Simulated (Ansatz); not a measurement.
Ansatz (a program for electronic structure) input (CCSD(T)/def2-QZVPP):
A basis named .json is the Basis Set Exchange file of that set.

Ansatz 0.2 input:
```yaml
crystal:
  periodic: [false, false, false]
  atoms:
    - {symbol: Ge, position_ang: [-0.00000000, -0.00000000, -0.34085052]}
    - {symbol: O, position_ang: [0.00000000, 0.00000000, 1.36340210]}
basis:
  gaussian:
    orbitals: def2-QZVPP.json
total_charge: -1
magnetization: {spin_polarized: true, initial_magnetization: 1}
correlation: {method: ccsd_t, electrons: outside_noble_gas}
```

End of the output:

```
determinant -58510.66260030 eV, -2150.2271906094 hartree, with singles and doubles -58519.05396277 eV, -2150.5355674925 hartree
determinant -58509.85620420 eV, -2150.1975560993 hartree, with singles and doubles -58518.69928855 eV, -2150.5225334553 hartree
determinant -58509.73735393 eV, -2150.1931884327 hartree, with singles and doubles -58518.78532706 eV, -2150.5256953123 hartree
determinant -58509.52905340 eV, -2150.1855335293 hartree, with singles and doubles -58519.87073763 eV, -2150.5655834149 hartree
determinant -58509.29049536 eV, -2150.1767666829 hartree, with singles and doubles -58518.20280594 eV, -2150.5042880558 hartree
determinant -58512.33745995 eV, -2150.2887405663 hartree, with singles and doubles -58522.32285391 eV, -2150.6556970259 hartree
determinant -58512.31866569 eV, -2150.2880498902 hartree, with singles and doubles -58522.31295313 eV, -2150.6553331791 hartree
determinant -58512.31810694 eV, -2150.2880293563 hartree, with singles and doubles -58522.31710644 eV, -2150.6554858103 hartree
15 core orbitals not correlated
reference -58512.33745995 eV, -2150.2887405663 hartree; 6, 5 occupied and 125, 126 virtual orbitals, 981 factors
second order -10.13328445 eV of doubles, -0.00000000 eV of singles
coupled cluster: 1.14 GiB planned
cycle   1  -9.98539483 eV  change   -8.7e-7 eV  update   2.7e-6
perturbative correction -0.57918286 eV, -0.0212845774 hartree
Total energy: -58522.90203763 eV, -2150.6769816352 hartree
```
